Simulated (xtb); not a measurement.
SbHF2, SMILES [F][SbH][F]. All values are semi-empirical tight-binding results from xtb (GFN2-xTB unless named), good for trends rather than for accurate numbers. Coordinates come from a GFN2-xTB optimisation.

Optimised geometry:

```xyz
4

Sb    -0.0299     0.3585     0.0000
H      1.6542     0.2496     0.0000
F     -0.0072    -1.0296    -1.4123
F     -0.0072    -1.0296     1.4123
```

For metal compounds this method's bond lengths and energies can be far off.

Computed properties:
- point group as xtb finds it = Cs
- orbital gap = 4.55 eV
- zero-point energy = 5.4 kcal/mol
- G − E(el) at 298.15 K (modified RRHO) = -12.6 kcal/mol

Computed atomic charges and the Wiberg bond orders between heavy atoms:
charges (e) Sb1 0.54, H2 0.03, F3 -0.29, F4 -0.29. Bond orders Sb1–F3 1.11, Sb1–F4 1.11.
